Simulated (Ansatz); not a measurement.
Stepwise reaction of `SB(S)Cl` with hydrogen fluoride, as a gas-phase model of exchange steps in deposition or etching. ΔE in kJ/mol; ΔG adds harmonic PBE0-D4 terms to CCSD(T)/CBS, at 1 bar.

Computed with Ansatz on PBE0-D4/def2-TZVP structures; ΔE is electronic, products minus reactants. CCSD(T)/CBS adds triple-zeta CCSD(T) − MP2 to the extrapolated MP2 energy (def2 sets, frozen cores). This one scheme is used for every species. DFT in def2-TZVPP. B3LYP here is the variant with VWN-RPA as its local correlation; programs differ in this. One conformer a species, not always the lowest.

| step | reaction | PBE-D4 | B3LYP-D4 | ωB97M-V | CCSD(T)/CBS | ΔG(400 K) |
| --- | --- | --- | --- | --- | --- | --- |
| 2 | `FB(S)Cl` + H–F → `FB(F)Cl` + H₂S | -63.5 | -76.4 | -77.6 | -70.0 | -77.3 |

Problem. Give the row of step 1, `SB(S)Cl` + H–F → `FB(S)Cl` + H₂S. (Estimate.)

Solution. The calculation gave: 
```csv
step,reaction,PBE-D4,B3LYP-D4,ωB97M-V,CCSD(T)/CBS,ΔG(400 K)
1,`SB(S)Cl` + H–F → `FB(S)Cl` + H₂S,-55.7,-67.5,-69.2,-57.2,-67.2
```

Problem. By hand: ΔE of the 2 steps together at CCSD(T)/CBS.

Solution. (-57.2) + (-70.0) = -127.2 kJ/mol, or -63.6 kJ/mol a step.

In ΔE each step is lower than the one before. All are downhill at CCSD(T)/CBS. ΔG lies between -77.3 and -67.2 kJ/mol a step. PBE-D4 differs from CCSD(T)/CBS by 1.5 to 6.5 kJ/mol a step. Isolated molecules leave out the surface, adducts and barriers. Largest T1 diagnostic: 0.013.
